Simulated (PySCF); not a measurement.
C4H3BrClF, SMILES C=C=C(Cl)[C@H](F)Br. Geometry optimised at B3LYP-D3(BJ)/def2-SVP. The structure was generated by enumeration; whether it is a known compound was not checked. One conformer was computed; it need not be the lowest.

### Question
Give the equilibrium geometry at B3LYP-D3(BJ)/def2-SVP (PySCF confirms it by a frequency run) as Cartesian coordinates in Å. (Estimate from the structure and the level; the computed values follow.)

### Answer
This is not unique; one that fits is 
```xyz
10

C      3.1290    -0.6067    -1.0329
C      1.8992    -0.7383    -0.6139
C      0.6610    -0.8651    -0.2044
Cl     0.2080    -1.9838     1.0663
C     -0.4842    -0.0848    -0.7782
F     -0.1192     0.5437    -1.9161
Br    -1.1333     1.2692     0.5225
H      3.5197    -1.2138    -1.8581
H      3.8102     0.1197    -0.5741
H     -1.3581    -0.7258    -0.9602
```
Charge 0, spin multiplicity 1.
